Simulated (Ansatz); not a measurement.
`FB(S)Cl` + H₂O → `OB(S)Cl` + H–F at 400 K and 1 bar (formal hydrolysis of a B–F bond).

Program: Ansatz. Geometries: PBE0-D4/def2-TZVP. ΔE: electronic, gas phase. CCSD(T)/CBS adds triple-zeta CCSD(T) − MP2 to the extrapolated MP2 energy (def2 sets, frozen cores). This one scheme is used for every species. Each species was taken in one conformer, which may not be the lowest.

```
  species  CCSD(T)/CBS energy (Eh)  H − E (kJ/mol)  S (J/(mol·K))
`FB(S)Cl`               -982.86970            69.1          320.9
      H₂O                -76.37941            69.8          198.6
`OB(S)Cl`               -958.85217           103.0          326.6
      H–F               -100.39570            36.5          182.2
```

H − E and S are ideal-gas, rigid-rotor, harmonic terms from PBE0-D4/def2-TZVP, for one conformer and one mirror image of each species. 1 Eh = 2625.50 kJ/mol, R = 8.31446 J/(mol·K).

By hand: ΔE, ΔH, ΔS and ΔG.

ΔE = (-958.85217) + (-100.39570) − (-982.86970) − (-76.37941) = 0.00124 Eh = 3.3 kJ/mol. Δ(H − E) = 103.0 + 36.5 − 69.1 − 69.8 = 0.6, so ΔH = 3.9 kJ/mol. ΔS = 326.6 + 182.2 − 320.9 − 198.6 = -10.7 J/(mol·K). ΔG = 3.9 − 400 × (-10.7)/1000 = 8.2 kJ/mol.

By hand: the equilibrium constant, and the temperature at which ΔG would vanish if ΔH and ΔS stayed fixed.

log₁₀ K = −ΔG/(RT ln 10) = -1.1. ΔH and −TΔS have one sign here, so there is no such temperature. One of them is within its doubt of zero, so this could turn.

TΔS isn't small against ΔH here. A doubt of 5 kJ/mol in ΔE shifts log₁₀ K by 0.7 here. Other conformers and mirror images would add mixing entropy, several J/(mol·K) or more a flexible species. These are equilibria of isolated gas molecules and say nothing of rates. Largest T1 diagnostic: 0.012 (customary marks: 0.02 for closed shells, 0.045 for open ones).
